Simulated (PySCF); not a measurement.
## H7N2PSi: core ionisation energies

H7N2PSi.
Structure used (PBE0-D3(BJ)/def2-SVP), in Å, numbered top down from 1:
```xyz
11
H7N2PSi angstrom
N     -0.076    1.299    0.971
Si    -0.339    0.172   -0.311
N     -1.303   -1.100    0.342
P      1.411   -0.937   -1.254
H      0.358    0.989    1.833
H      0.196    2.249    0.741
H     -0.901    1.011   -1.420
H     -1.357   -1.992   -0.136
H     -2.171   -0.878    0.818
H      2.101    0.266   -1.595
H      2.109   -1.104   -0.018
```

Computed, not measured: PySCF 2.14.0, delta-SCF UKS SCAN, pcX-2 on the ionised atom, pcseg-1 elsewhere, spin-free X2C. Binding energies are ΔSCF values: E(core-ionised, relaxed orbitals) − E(ground state) at a fixed geometry, referred to the vacuum level.

Q: Give the core binding energies atom by atom.

A: 
| atom(s) | bonded to | level | binding energy (eV) | 2p1/2 (eV) | count |
| --- | --- | --- | --- | --- | --- |
| P4 | 2 H and Si | P 1s | 2149.38 | – | 1 |
| Si2 | 2 N, H and P | Si 1s | 1846.82 | – | 1 |
| N1/N3 | 2 H and Si | N 1s | 404.54 | – | 2 |
| P4 | 2 H and Si | P 2p3/2 | 135.85 | 136.74 | 1 |
| Si2 | 2 N, H and P | Si 2p3/2 | 106.84 | 107.46 | 1 |

Q: Which effective nuclear charge Zeff reproduces each element's mean 1s value in the hydrogen-like formula E = 13.606 eV × Zeff²?

A: N (Z = 7): mean 404.5 eV, Zeff = 5.45, Z − Zeff = 1.55; Si (Z = 14): mean 1846.8 eV, Zeff = 11.65, Z − Zeff = 2.35; P (Z = 15): mean 2149.4 eV, Zeff = 12.57, Z − Zeff = 2.43. Means run over the listed sites, weighted by atom count.

One atom of each set of topologically equivalent atoms was ionised and stands for the set; in this conformer not all members are related by symmetry, and their own values weren't computed. Spin–orbit coupling isn't in the SCF: each 2p doublet comes from a relaxed spin-free hole plus a matrix of the shell (mean-field spin–orbit coupling and the ground-state 2p splitting), with 2p3/2 averaged over its two sublevels. 2p1/2 minus 2p3/2 (ligand field included): Si 0.62 eV, P 0.89 eV. The structure is a single PBE0-D3(BJ)/def2-SVP conformer in the gas phase; no vibrational or solvent corrections.
